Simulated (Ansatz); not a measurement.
Ansatz (a quantum-chemistry and plane-wave program) input (CCSD(T)/def2-SVPD):

Ansatz 0.2 input:
```yaml
crystal:
  periodic: [false, false, false]
  atoms:
    - {symbol: C, position_ang: [-0.20671028, -1.58925741, -1.43798998]}
    - {symbol: Sn, position_ang: [-0.00444507, -0.01861151, -0.01659747]}
    - {symbol: C, position_ang: [-0.11606819, 1.88667118, -1.03839432]}
    - {symbol: C, position_ang: [-1.59352463, -0.19814449, 1.43865176]}
    - {symbol: C, position_ang: [1.91749135, -0.16668301, 0.97442141]}
    - {symbol: H, position_ang: [-0.85016092, -2.44698375, -1.27279999]}
    - {symbol: H, position_ang: [0.33067939, -1.60112227, -2.38049335]}
    - {symbol: H, position_ang: [0.02582821, 2.69964723, -0.32663704]}
    - {symbol: H, position_ang: [-1.08823563, 1.99964930, -1.51655760]}
    - {symbol: H, position_ang: [0.66057232, 1.94661294, -1.80039607]}
    - {symbol: H, position_ang: [-2.56251704, -0.10497208, 0.94933744]}
    - {symbol: H, position_ang: [-1.54023401, -1.16826030, 1.93217387]}
    - {symbol: H, position_ang: [-1.50299122, 0.58391698, 2.19207086]}
    - {symbol: H, position_ang: [1.99249504, -1.11505385, 1.50492000]}
    - {symbol: H, position_ang: [2.72048104, -0.10818807, 0.24046744]}
    - {symbol: H, position_ang: [2.02920713, 0.64981180, 1.68765435]}
basis:
  gaussian:
    orbitals: def2-SVPD
magnetization: {spin_polarized: true, initial_magnetization: 1}
correlation: {method: ccsd_t, electrons: outside_noble_gas}
output: {forces: true}
```

End of the output:

```
Atom 2 at    -0.116068     1.886671    -1.038394 Å, force     0.010546    -0.297768     0.172306 eV/Å
Atom 3 at    -1.593525    -0.198144     1.438652 Å, force     0.242495     0.037277    -0.217868 eV/Å
Atom 4 at     1.917491    -0.166683     0.974421 Å, force    -0.321367     0.027354    -0.156940 eV/Å
Atom 5 at    -0.850161    -2.446984    -1.272800 Å, force    -0.262645    -0.380482     0.039888 eV/Å
Atom 6 at     0.330679    -1.601122    -2.380493 Å, force     0.208876    -0.033906    -0.395123 eV/Å
Atom 7 at     0.025828     2.699647    -0.326637 Å, force     0.053958     0.371055     0.259888 eV/Å
Atom 8 at    -1.088236     1.999649    -1.516558 Å, force    -0.392496     0.091560    -0.219321 eV/Å
Atom 9 at     0.660572     1.946613    -1.800396 Å, force     0.311547     0.066568    -0.328606 eV/Å
Atom 10 at    -2.562517    -0.104972     0.949337 Å, force    -0.424768     0.031371    -0.163962 eV/Å
Atom 11 at    -1.540234    -1.168260     1.932174 Å, force    -0.012648    -0.393457     0.229200 eV/Å
Atom 12 at    -1.502991     0.583917     2.192071 Å, force     0.001563     0.309455     0.333540 eV/Å
Atom 13 at     1.992495    -1.115054     1.504920 Å, force     0.079589    -0.385651     0.238866 eV/Å
Atom 14 at     2.720481    -0.108188     0.240467 Å, force     0.370127     0.021732    -0.271805 eV/Å
Atom 15 at     2.029207     0.649812     1.687654 Å, force     0.093679     0.323311     0.311407 eV/Å
Dipole moment:     0.001140     0.026399     0.025233 e Å
```

It need not be the lowest isomer of its formula.
